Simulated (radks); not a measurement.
Results of a calculation; reference values are marked as such.
Neutral oxygen inside a hard spherical wall (all orbitals vanish at R), configuration held at [He] 2s2 2p4 and not refilled when levels cross. Code: a radial shooting solver on a logarithmic mesh with Libxc functionals. Model: non-relativistic Kohn-Sham, PBE, spin-unpolarised, spherical densities, point nucleus. Eigenvalues in eV, with the zero of energy where the potential of the charges vanishes at infinity; a dash marks a level that is unbound or too diffuse for the functional's potential to be trusted. A positive occupied level is held by the wall or, in an anion where self-interaction has pushed it up, behind a barrier. The pressure on the wall is -dE/dV.

R (bohr),E (hartree),kinetic (hartree),e(1s),e(2s),e(2p),"e(3s, empty)","e(3p, empty)",pressure (GPa)
free,-74.94519,74.734,-514.26,-23.915,-9.038,-,-,0
15,-74.94519,74.734,-514.26,-23.915,-9.038,-,-,< 0.0001
12,-74.94519,74.734,-514.26,-23.915,-9.038,0.034,1.270,< 0.0001
10,-74.94519,74.734,-514.26,-23.914,-9.037,0.279,1.823,< 0.0001
8,-74.94515,74.735,-514.25,-23.909,-9.032,0.937,3.011,0.00286
7,-74.94495,74.737,-514.23,-23.890,-9.013,1.685,4.187,0.0194
6,-74.94391,74.746,-514.13,-23.819,-8.938,3.136,6.255,0.138
4,-74.90704,74.963,-512.31,-22.628,-7.603,13.641,18.755,9.90
3.5,-74.85084,75.245,-510.41,-21.430,-6.219,21.393,26.953,33.4
2.5,-74.27368,77.553,-498.50,-13.579,2.726,62.726,66.442,526
1.5,-68.34031,93.392,-445.03,37.218,52.640,273.04,242.77,17600
